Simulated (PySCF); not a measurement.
# Levels of Cr⁵⁺ from EOM-EA-GCCSD

Reference: closed-shell Cr⁶⁺, [Ar]; one electron is added. Calculated with PySCF 2.14, two-component X2C-1e with screened spin-orbit coupling, an even-tempered Gaussian basis (20 s from 0.071 bohr⁻², ratio 2.6; 14 p from 0.093 bohr⁻², ratio 2.6; 7 d from 0.095 bohr⁻², ratio 2.8; 3 f from 4.9 bohr⁻², ratio 2.8); frozen [Ne]; the 58 highest virtual spinors dropped; of the others 56 kept and the rest restored at second order. No Breit or QED terms. Binding energies in eV.

| level | Koopmans | second order | EOM-CCSD |
| --- | --- | --- | --- |
| 3d3/2 | 88.481 | 89.848 | 89.696 |
| 3d5/2 | 88.367 | 89.725 | 89.572 |
| 4s1/2 | 61.312 | 62.319 | 62.270 |
| 4p1/2 | 52.891 | 53.737 | 53.729 |
| 4p3/2 | 52.661 | 53.500 | 53.493 |

Electric-dipole lines between these computed levels:

| lower | upper | ΔE (eV) | vacuum wavelength (nm) |
| --- | --- | --- | --- |
| 3d3/2 | 4p1/2 | 35.967 | 34.47 |
| 3d3/2 | 4p3/2 | 36.203 | 34.25 |
| 3d5/2 | 4p3/2 | 36.079 | 34.36 |
| 4s1/2 | 4p1/2 | 8.541 | 145.2 |
| 4s1/2 | 4p3/2 | 8.777 | 141.3 |

For comparison, the ionisation energy of Cr⁵⁺ is 90.635 eV (measured; NIST Atomic Spectra Database, ionization energies).

The screened spin-orbit operator tends to give fine-structure splittings of light species too large.

The highest levels are limited by the diffuse functions of the basis.
